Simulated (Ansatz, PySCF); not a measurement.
Potential energy curve for SMILES BB. The B1–B4 bond (B1 also carries H, H; B4 carries H, H) is pulled apart rigidly from the PBE0/def2-TZVP optimised geometry.

Levels: UHF/cc-pVTZ (Ansatz, a quantum-chemistry and plane-wave program); RHF/cc-pVTZ (Ansatz); UKS-PBE = unrestricted PBE/cc-pVTZ (Ansatz); RKS-PBE = restricted PBE/cc-pVTZ run with Ansatz; UKS-B3LYP/6-31G* = unrestricted B3LYP/6-31G*, spherical d run with PySCF 2.14.0; RKS-B3LYP/6-31G* = restricted B3LYP/6-31G*, spherical d in PySCF; UKS-BP86/6-31G* = unrestricted BP86/6-31G*, spherical d (PySCF); RKS-BP86/6-31G* = restricted BP86/6-31G*, spherical d (PySCF); UKS-B3LYP/6-311+G** = unrestricted B3LYP/6-311+G**, spherical d in PySCF; RKS-B3LYP/6-311+G** = restricted B3LYP/6-311+G**, spherical d run with PySCF.

Scanned distances (Å): 1.21, 1.30, 1.37, 1.48, 1.55, 1.59, 1.63, 1.70, 1.73, 1.80, 1.86, 2.01, 2.21, 2.43, 2.69, 2.87, 3.27, 3.55, 3.99, 4.46, 4.83, 5.73.

**Question.** Where does the unrestricted solution first break spin symmetry (<S²> of 0.01 or more)?

**Answer.** UHF: between 2.43 and 2.69 Å; UKS-PBE: between 2.87 and 3.27 Å; UKS-B3LYP/6-31G*: between 2.87 and 3.27 Å; UKS-BP86/6-31G*: between 2.87 and 3.27 Å; UKS-B3LYP/6-311+G**: between 2.87 and 3.27 Å.

```json
[
 {"R / Å": "1.21", "<S²> UHF": "0.00", "E(RHF) − E(UHF) / eV": "0.000", "<S²> UKS-PBE": "0.00", "E(RKS-PBE) − E(UKS-PBE) / eV": "0.000", "<S²> UKS-B3LYP/6-31G*": "0.00", "E(RKS-B3LYP/6-31G*) − E(UKS-B3LYP/6-31G*) / eV": "0.000", "<S²> UKS-BP86/6-31G*": "0.00", "E(RKS-BP86/6-31G*) − E(UKS-BP86/6-31G*) / eV": "0.000", "<S²> UKS-B3LYP/6-311+G**": "0.00", "E(RKS-B3LYP/6-311+G**) − E(UKS-B3LYP/6-311+G**) / eV": "0.000"},
 {"R / Å": "1.30", "<S²> UHF": "0.00", "E(RHF) − E(UHF) / eV": "0.000", "<S²> UKS-PBE": "0.00", "E(RKS-PBE) − E(UKS-PBE) / eV": "0.000", "<S²> UKS-B3LYP/6-31G*": "0.00", "E(RKS-B3LYP/6-31G*) − E(UKS-B3LYP/6-31G*) / eV": "0.000", "<S²> UKS-BP86/6-31G*": "0.00", "E(RKS-BP86/6-31G*) − E(UKS-BP86/6-31G*) / eV": "0.000", "<S²> UKS-B3LYP/6-311+G**": "0.00", "E(RKS-B3LYP/6-311+G**) − E(UKS-B3LYP/6-311+G**) / eV": "0.000"},
 {"R / Å": "1.37", "<S²> UHF": "0.00", "E(RHF) − E(UHF) / eV": "0.000", "<S²> UKS-PBE": "0.00", "E(RKS-PBE) − E(UKS-PBE) / eV": "0.000", "<S²> UKS-B3LYP/6-31G*": "0.00", "E(RKS-B3LYP/6-31G*) − E(UKS-B3LYP/6-31G*) / eV": "0.000", "<S²> UKS-BP86/6-31G*": "0.00", "E(RKS-BP86/6-31G*) − E(UKS-BP86/6-31G*) / eV": "0.000", "<S²> UKS-B3LYP/6-311+G**": "0.00", "E(RKS-B3LYP/6-311+G**) − E(UKS-B3LYP/6-311+G**) / eV": "0.000"},
 {"R / Å": "1.48", "<S²> UHF": "0.00", "E(RHF) − E(UHF) / eV": "0.000", "<S²> UKS-PBE": "0.00", "E(RKS-PBE) − E(UKS-PBE) / eV": "0.000", "<S²> UKS-B3LYP/6-31G*": "0.00", "E(RKS-B3LYP/6-31G*) − E(UKS-B3LYP/6-31G*) / eV": "0.000", "<S²> UKS-BP86/6-31G*": "0.00", "E(RKS-BP86/6-31G*) − E(UKS-BP86/6-31G*) / eV": "0.000", "<S²> UKS-B3LYP/6-311+G**": "0.00", "E(RKS-B3LYP/6-311+G**) − E(UKS-B3LYP/6-311+G**) / eV": "0.000"},
 {"R / Å": "1.55", "<S²> UHF": "0.00", "E(RHF) − E(UHF) / eV": "0.000", "<S²> UKS-PBE": "0.00", "E(RKS-PBE) − E(UKS-PBE) / eV": "0.000", "<S²> UKS-B3LYP/6-31G*": "0.00", "E(RKS-B3LYP/6-31G*) − E(UKS-B3LYP/6-31G*) / eV": "0.000", "<S²> UKS-BP86/6-31G*": "0.00", "E(RKS-BP86/6-31G*) − E(UKS-BP86/6-31G*) / eV": "0.000", "<S²> UKS-B3LYP/6-311+G**": "0.00", "E(RKS-B3LYP/6-311+G**) − E(UKS-B3LYP/6-311+G**) / eV": "0.000"},
 {"R / Å": "1.59", "<S²> UHF": "0.00", "E(RHF) − E(UHF) / eV": "0.000", "<S²> UKS-PBE": "0.00", "E(RKS-PBE) − E(UKS-PBE) / eV": "0.000", "<S²> UKS-B3LYP/6-31G*": "0.00", "E(RKS-B3LYP/6-31G*) − E(UKS-B3LYP/6-31G*) / eV": "0.000", "<S²> UKS-BP86/6-31G*": "0.00", "E(RKS-BP86/6-31G*) − E(UKS-BP86/6-31G*) / eV": "0.000", "<S²> UKS-B3LYP/6-311+G**": "0.00", "E(RKS-B3LYP/6-311+G**) − E(UKS-B3LYP/6-311+G**) / eV": "0.000"},
 {"R / Å": "1.63", "<S²> UHF": "0.00", "E(RHF) − E(UHF) / eV": "0.000", "<S²> UKS-PBE": "0.00", "E(RKS-PBE) − E(UKS-PBE) / eV": "0.000", "<S²> UKS-B3LYP/6-31G*": "0.00", "E(RKS-B3LYP/6-31G*) − E(UKS-B3LYP/6-31G*) / eV": "0.000", "<S²> UKS-BP86/6-31G*": "0.00", "E(RKS-BP86/6-31G*) − E(UKS-BP86/6-31G*) / eV": "0.000", "<S²> UKS-B3LYP/6-311+G**": "0.00", "E(RKS-B3LYP/6-311+G**) − E(UKS-B3LYP/6-311+G**) / eV": "0.000"},
 {"R / Å": "1.70", "<S²> UHF": "0.00", "E(RHF) − E(UHF) / eV": "0.000", "<S²> UKS-PBE": "0.00", "E(RKS-PBE) − E(UKS-PBE) / eV": "0.000", "<S²> UKS-B3LYP/6-31G*": "0.00", "E(RKS-B3LYP/6-31G*) − E(UKS-B3LYP/6-31G*) / eV": "0.000", "<S²> UKS-BP86/6-31G*": "0.00", "E(RKS-BP86/6-31G*) − E(UKS-BP86/6-31G*) / eV": "0.000", "<S²> UKS-B3LYP/6-311+G**": "0.00", "E(RKS-B3LYP/6-311+G**) − E(UKS-B3LYP/6-311+G**) / eV": "0.000"},
 {"R / Å": "1.73", "<S²> UHF": "0.00", "E(RHF) − E(UHF) / eV": "0.000", "<S²> UKS-PBE": "0.00", "E(RKS-PBE) − E(UKS-PBE) / eV": "0.000", "<S²> UKS-B3LYP/6-31G*": "0.00", "E(RKS-B3LYP/6-31G*) − E(UKS-B3LYP/6-31G*) / eV": "0.000", "<S²> UKS-BP86/6-31G*": "0.00", "E(RKS-BP86/6-31G*) − E(UKS-BP86/6-31G*) / eV": "0.000", "<S²> UKS-B3LYP/6-311+G**": "0.00", "E(RKS-B3LYP/6-311+G**) − E(UKS-B3LYP/6-311+G**) / eV": "0.000"},
 {"R / Å": "1.80", "<S²> UHF": "0.00", "E(RHF) − E(UHF) / eV": "0.000", "<S²> UKS-PBE": "0.00", "E(RKS-PBE) − E(UKS-PBE) / eV": "0.000", "<S²> UKS-B3LYP/6-31G*": "0.00", "E(RKS-B3LYP/6-31G*) − E(UKS-B3LYP/6-31G*) / eV": "0.000", "<S²> UKS-BP86/6-31G*": "0.00", "E(RKS-BP86/6-31G*) − E(UKS-BP86/6-31G*) / eV": "0.000", "<S²> UKS-B3LYP/6-311+G**": "0.00", "E(RKS-B3LYP/6-311+G**) − E(UKS-B3LYP/6-311+G**) / eV": "0.000"},
 {"R / Å": "1.86", "<S²> UHF": "0.00", "E(RHF) − E(UHF) / eV": "0.000", "<S²> UKS-PBE": "0.00", "E(RKS-PBE) − E(UKS-PBE) / eV": "0.000", "<S²> UKS-B3LYP/6-31G*": "0.00", "E(RKS-B3LYP/6-31G*) − E(UKS-B3LYP/6-31G*) / eV": "0.000", "<S²> UKS-BP86/6-31G*": "0.00", "E(RKS-BP86/6-31G*) − E(UKS-BP86/6-31G*) / eV": "0.000", "<S²> UKS-B3LYP/6-311+G**": "0.00", "E(RKS-B3LYP/6-311+G**) − E(UKS-B3LYP/6-311+G**) / eV": "0.000"},
 {"R / Å": "2.01", "<S²> UHF": "0.00", "E(RHF) − E(UHF) / eV": "0.000", "<S²> UKS-PBE": "0.00", "E(RKS-PBE) − E(UKS-PBE) / eV": "0.000", "<S²> UKS-B3LYP/6-31G*": "0.00", "E(RKS-B3LYP/6-31G*) − E(UKS-B3LYP/6-31G*) / eV": "0.000", "<S²> UKS-BP86/6-31G*": "0.00", "E(RKS-BP86/6-31G*) − E(UKS-BP86/6-31G*) / eV": "0.000", "<S²> UKS-B3LYP/6-311+G**": "0.00", "E(RKS-B3LYP/6-311+G**) − E(UKS-B3LYP/6-311+G**) / eV": "0.000"},
 {"R / Å": "2.21", "<S²> UHF": "0.00", "E(RHF) − E(UHF) / eV": "0.000", "<S²> UKS-PBE": "0.00", "E(RKS-PBE) − E(UKS-PBE) / eV": "0.000", "<S²> UKS-B3LYP/6-31G*": "0.00", "E(RKS-B3LYP/6-31G*) − E(UKS-B3LYP/6-31G*) / eV": "0.000", "<S²> UKS-BP86/6-31G*": "0.00", "E(RKS-BP86/6-31G*) − E(UKS-BP86/6-31G*) / eV": "0.000", "<S²> UKS-B3LYP/6-311+G**": "0.00", "E(RKS-B3LYP/6-311+G**) − E(UKS-B3LYP/6-311+G**) / eV": "0.000"},
 {"R / Å": "2.43", "<S²> UHF": "0.00", "E(RHF) − E(UHF) / eV": "0.000", "<S²> UKS-PBE": "0.00", "E(RKS-PBE) − E(UKS-PBE) / eV": "0.000", "<S²> UKS-B3LYP/6-31G*": "0.00", "E(RKS-B3LYP/6-31G*) − E(UKS-B3LYP/6-31G*) / eV": "0.000", "<S²> UKS-BP86/6-31G*": "0.00", "E(RKS-BP86/6-31G*) − E(UKS-BP86/6-31G*) / eV": "0.000", "<S²> UKS-B3LYP/6-311+G**": "0.00", "E(RKS-B3LYP/6-311+G**) − E(UKS-B3LYP/6-311+G**) / eV": "0.000"},
 {"R / Å": "2.69", "<S²> UHF": "0.36", "E(RHF) − E(UHF) / eV": "0.120", "<S²> UKS-PBE": "0.00", "E(RKS-PBE) − E(UKS-PBE) / eV": "0.000", "<S²> UKS-B3LYP/6-31G*": "0.00", "E(RKS-B3LYP/6-31G*) − E(UKS-B3LYP/6-31G*) / eV": "0.000", "<S²> UKS-BP86/6-31G*": "0.00", "E(RKS-BP86/6-31G*) − E(UKS-BP86/6-31G*) / eV": "0.000", "<S²> UKS-B3LYP/6-311+G**": "0.00", "E(RKS-B3LYP/6-311+G**) − E(UKS-B3LYP/6-311+G**) / eV": "0.000"},
 {"R / Å": "2.87", "<S²> UHF": "0.60", "E(RHF) − E(UHF) / eV": "0.412", "<S²> UKS-PBE": "0.00", "E(RKS-PBE) − E(UKS-PBE) / eV": "0.000", "<S²> UKS-B3LYP/6-31G*": "0.00", "E(RKS-B3LYP/6-31G*) − E(UKS-B3LYP/6-31G*) / eV": "0.000", "<S²> UKS-BP86/6-31G*": "0.00", "E(RKS-BP86/6-31G*) − E(UKS-BP86/6-31G*) / eV": "0.000", "<S²> UKS-B3LYP/6-311+G**": "0.00", "E(RKS-B3LYP/6-311+G**) − E(UKS-B3LYP/6-311+G**) / eV": "0.000"},
 {"R / Å": "3.27", "<S²> UHF": "0.85", "E(RHF) − E(UHF) / eV": "1.257", "<S²> UKS-PBE": "0.26", "E(RKS-PBE) − E(UKS-PBE) / eV": "0.022", "<S²> UKS-B3LYP/6-31G*": "0.52", "E(RKS-B3LYP/6-31G*) − E(UKS-B3LYP/6-31G*) / eV": "0.157", "<S²> UKS-BP86/6-31G*": "0.30", "E(RKS-BP86/6-31G*) − E(UKS-BP86/6-31G*) / eV": "0.030", "<S²> UKS-B3LYP/6-311+G**": "0.48", "E(RKS-B3LYP/6-311+G**) − E(UKS-B3LYP/6-311+G**) / eV": "0.126"},
 {"R / Å": "3.55", "<S²> UHF": "0.93", "E(RHF) − E(UHF) / eV": "1.843", "<S²> UKS-PBE": "0.62", "E(RKS-PBE) − E(UKS-PBE) / eV": "0.175", "<S²> UKS-B3LYP/6-31G*": "0.76", "E(RKS-B3LYP/6-31G*) − E(UKS-B3LYP/6-31G*) / eV": "0.429", "<S²> UKS-BP86/6-31G*": "0.65", "E(RKS-BP86/6-31G*) − E(UKS-BP86/6-31G*) / eV": "0.197", "<S²> UKS-B3LYP/6-311+G**": "0.73", "E(RKS-B3LYP/6-311+G**) − E(UKS-B3LYP/6-311+G**) / eV": "0.365"},
 {"R / Å": "3.99", "<S²> UHF": "0.98", "E(RHF) − E(UHF) / eV": "2.645", "<S²> UKS-PBE": "0.86", "E(RKS-PBE) − E(UKS-PBE) / eV": "0.482", "<S²> UKS-B3LYP/6-31G*": "0.92", "E(RKS-B3LYP/6-31G*) − E(UKS-B3LYP/6-31G*) / eV": "0.880", "<S²> UKS-BP86/6-31G*": "0.89", "E(RKS-BP86/6-31G*) − E(UKS-BP86/6-31G*) / eV": "0.532", "<S²> UKS-B3LYP/6-311+G**": "0.90", "E(RKS-B3LYP/6-311+G**) − E(UKS-B3LYP/6-311+G**) / eV": "0.763"},
 {"R / Å": "4.46", "<S²> UHF": "1.00", "E(RHF) − E(UHF) / eV": "3.323", "<S²> UKS-PBE": "0.96", "E(RKS-PBE) − E(UKS-PBE) / eV": "0.757", "<S²> UKS-B3LYP/6-31G*": "0.98", "E(RKS-B3LYP/6-31G*) − E(UKS-B3LYP/6-31G*) / eV": "1.279", "<S²> UKS-BP86/6-31G*": "0.97", "E(RKS-BP86/6-31G*) − E(UKS-BP86/6-31G*) / eV": "0.840", "<S²> UKS-B3LYP/6-311+G**": "0.97", "E(RKS-B3LYP/6-311+G**) − E(UKS-B3LYP/6-311+G**) / eV": "1.107"},
 {"R / Å": "4.83", "<S²> UHF": "1.00", "E(RHF) − E(UHF) / eV": "3.745", "<S²> UKS-PBE": "0.98", "E(RKS-PBE) − E(UKS-PBE) / eV": "0.914", "<S²> UKS-B3LYP/6-31G*": "0.99", "E(RKS-B3LYP/6-31G*) − E(UKS-B3LYP/6-31G*) / eV": "1.512", "<S²> UKS-BP86/6-31G*": "0.99", "E(RKS-BP86/6-31G*) − E(UKS-BP86/6-31G*) / eV": "1.016", "<S²> UKS-B3LYP/6-311+G**": "0.99", "E(RKS-B3LYP/6-311+G**) − E(UKS-B3LYP/6-311+G**) / eV": "1.307"},
 {"R / Å": "5.73", "<S²> UHF": "1.01", "E(RHF) − E(UHF) / eV": "4.470", "<S²> UKS-PBE": "1.00", "E(RKS-PBE) − E(UKS-PBE) / eV": "1.130", "<S²> UKS-B3LYP/6-31G*": "1.00", "E(RKS-B3LYP/6-31G*) − E(UKS-B3LYP/6-31G*) / eV": "1.822", "<S²> UKS-BP86/6-31G*": "1.00", "E(RKS-BP86/6-31G*) − E(UKS-BP86/6-31G*) / eV": "1.231", "<S²> UKS-B3LYP/6-311+G**": "0.00", "E(RKS-B3LYP/6-311+G**) − E(UKS-B3LYP/6-311+G**) / eV": "—"}
]
```

A dash means that the run gave no value there, or that the column was ended at a point which the program doubted or which failed a test of continuity chosen for this set; such a test can also cut sound points.
